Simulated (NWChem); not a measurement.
hydrogen telluride (H2Te); SMILES [TeH2]

```xyz
3

Te     0.0000     0.0000     0.0379
H      0.0000    -1.1785    -1.1353
H      0.0000     1.1785    -1.1353
```
Atoms are numbered in this order, from 1.

Level: PBE0/def2-SVP with def2 effective core potentials on Te (NWChem), optimised geometry, unscaled harmonic frequencies. def2 effective core potentials on Te; no spin-orbit coupling.

```csv
frequency (cm⁻¹),IR intensity (km/mol)
901,13.3
2162,42.2
2172,47.9
```

```yaml
zero_point_energy: 7.5 kcal/mol
thermal correction to the enthalpy at 298.15 K (with zero-point energy): 9.9 kcal/mol
heat capacity Cv: 6.5 cal/(mol K)
entropy at 298.15 K and 1 atm (symmetry number 2): 54.6 cal/(mol K)
```

Rigid rotor and harmonic oscillator.
